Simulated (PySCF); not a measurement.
**How methods differ on the excitation energy of Cl(2+)**

Cl(2+) [Ne] 3s2 3p3 (4S) → Cl(2+) [Ne] 3s1 3p3 3d1 (6D), as a difference of total energies. All numbers are calculated (PySCF 2.14, the spin-free X2C one-electron Hamiltonian (Gaussian nucleus), in aug-cc-pCVTZ-DK (8s7p5d3f, 75 functions)). Correlated levels: nothing frozen. The calculations carry no spin-orbit coupling.

```json
{"method": "UHF", "excitation energy (eV)": "24.196"}
{"method": "MP2 (all electrons)", "excitation energy (eV)": "26.273"}
{"method": "SCS-MP2 (all electrons)", "excitation energy (eV)": "26.690"}
{"method": "CCSD (all electrons)", "excitation energy (eV)": "26.454"}
{"method": "CCSD(T) (all electrons)", "excitation energy (eV)": "26.559"}
```

How much does correlation contribute at CCSD(T) (all electrons)?

26.559 − (24.196) = 2.363 eV, measured against UHF.

The promoted electron is Rydberg-like, and one or two diffuse shells describe it only roughly, which tends to raise the upper state.
